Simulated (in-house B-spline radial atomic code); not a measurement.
A run on As (an excited or competing configuration) that did not converge. Method: scalar-relativistic (X2C) wB97X, spin-polarised, spherical fractional occupations, exact exchange averaged over the configuration, Fermi nucleus of rms radius 4.0968 fm; computed with a B-spline radial code for spherical atoms.

Command:
```bash
python run_scf.py task.json out
```
Settings (nuclear radius in fm, mass in u):
```
Z                33
configuration    [Ar] 3d10 4s2 4p2 5d1
hamiltonian      x2c
method           wb97x
spin_polarised   True
nucleus          fermi
rms_radius       4.0968
atomic_mass      74.92159
speed_of_light   137.035999084
exact_exchange   averaged over the configuration
```

First and last ten iterations of the last attempt (damped for 15 steps, keeping 80 % of the old Fock matrix, then DIIS):
```
 iter        energy (Eh)    residual
    1       -2259.903948    3.89e-01
    2       -2260.321944    9.31e-02
    3       -2260.450352    5.42e-02
    4       -2260.495773    3.60e-02
    5       -2260.511745    2.54e-02
    6       -2260.517438    1.81e-02
    7       -2260.519642    1.32e-02
    8       -2260.520636    9.68e-03
    9       -2260.521174    7.18e-03
   10       -2260.521490    5.44e-03
  111       -2260.522038    4.04e-04
  112       -2260.522034    3.09e-04
  113       -2260.522037    3.73e-04
  114       -2260.522037    3.70e-04
  115       -2260.522037    3.75e-04
  116       -2260.522037    3.93e-04
  117       -2260.522037    3.78e-04
  118       -2260.522033    2.82e-04
  119       -2260.522034    3.67e-04
  120       -2260.522029    2.33e-04
 not converged after 120 iterations
```

The smallest residual met was 2.2e-04; the threshold is about 3e-07. Over the last five steps the energy moves by less than 2e-05 hartree, but the orbitals didn't meet the threshold. Run time, properties included: 35 s on 1 thread of Arm Neoverse N1, with other jobs on the host.
